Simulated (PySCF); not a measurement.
2-bromopropane (C3H7Br), SMILES C(C)(Br)C. Atoms are numbered in the order given.

```xyz
11

C      1.5613    -0.1261    -1.2727
C      0.9300     0.4098     0.0000
C      1.5613    -0.1261     1.2727
Br    -1.0185    -0.0252     0.0000
H      1.4981    -1.2245    -1.3110
H      2.6275     0.1585    -1.2990
H      1.0730     0.2810    -2.1692
H      0.9348     1.5083     0.0000
H      1.4981    -1.2245     1.3110
H      2.6275     0.1585     1.2990
H      1.0730     0.2810     2.1692
```

Coordinates come from a B3LYP-D3(BJ)/def2-SVP optimisation.

The numbers are results of KT2/pcSseg-1 (PySCF), not measurements.

GIAO shieldings, no solvent; atoms alike by connectivity are averaged. δ = σ(ref) − σ: ¹³C against TMS (σ = 185.1 ppm); ¹H against TMS (σ = 31.47 ppm), references at their B3LYP-D3(BJ)/def2-TZVP geometries, non-relativistic (without spin–orbit terms, shifts of atoms bonded to Cl or Br come out too high).

Problem. Estimate the chemical shifts. (Estimate from the structure and the level; the computed values follow.)

Solution. 
```tsv
nucleus	atoms	count	δ (ppm)
¹³C	C2	1	63.0
¹³C	C1, C3	2	33.5
¹H	H8	1	4.64
¹H	H5, H6, H7, H9, H10, H11	6	1.90
```
